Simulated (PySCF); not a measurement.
pent-1-ene (C5H10), SMILES C=CCCC. Atoms are numbered in the order given.

```xyz
15

C     -2.3345    -0.1849    -0.1951
C     -1.0907     0.2177    -0.4702
C     -0.0860     0.6753     0.5496
C      1.1331    -0.2554     0.6936
C      1.9830    -0.3829    -0.5707
H     -2.7177    -0.1929     0.8312
H     -3.0182    -0.5178    -0.9810
H     -0.7560     0.2089    -1.5151
H     -0.5830     0.7762     1.5288
H      0.2755     1.6842     0.2737
H      0.7819    -1.2539     1.0072
H      1.7619     0.1235     1.5179
H      2.3371     0.6038    -0.9147
H      1.4189    -0.8401    -1.3990
H      2.8701    -1.0109    -0.3924
```

The structure is a stationary point at B3LYP-D3(BJ)/def2-SVP. The values are those of a single conformer.

Two levels are set side by side: PBE/pcSseg-1 (PySCF) and KT2/pcSseg-1 (PySCF). GIAO shifts against TMS (¹H), TMS (¹³C) at the same level; non-relativistic, no solvent, atoms listed together averaged. Differences are taken from unrounded values.

```csv
quantity,PBE
δ(¹³C) of C1 (ppm),123.1
δ(¹³C) of C2 (ppm),148.7
δ(¹³C) of C3 (ppm),44.2
δ(¹³C) of C4 (ppm),31.7
δ(¹³C) of C5 (ppm),16.8
"δ(¹H) of H6, H7 (ppm)",5.56
δ(¹H) of H8 (ppm),6.66
"δ(¹H) of H9, H10 (ppm)",2.41
```

**Question.** These are the PBE values. What does KT2 give? (Estimate from the structure and the level; the computed values follow.)

**Answer.** 
| quantity | KT2 | PBE minus KT2 |
|---|---|---|
| δ(¹³C) of C1 (ppm) | 115.6 | 7.5 |
| δ(¹³C) of C2 (ppm) | 139.4 | 9.3 |
| δ(¹³C) of C3 (ppm) | 43.2 | 1.0 |
| δ(¹³C) of C4 (ppm) | 31.6 | 0.1 |
| δ(¹³C) of C5 (ppm) | 16.7 | 0.1 |
| δ(¹H) of H6, H7 (ppm) | 5.41 | 0.15 |
| δ(¹H) of H8 (ppm) | 6.49 | 0.17 |
| δ(¹H) of H9, H10 (ppm) | 2.39 | 0.01 |

Rough cost on one machine, each run with all the roots and properties that it gave: KT2 against PBE within a factor of 2.
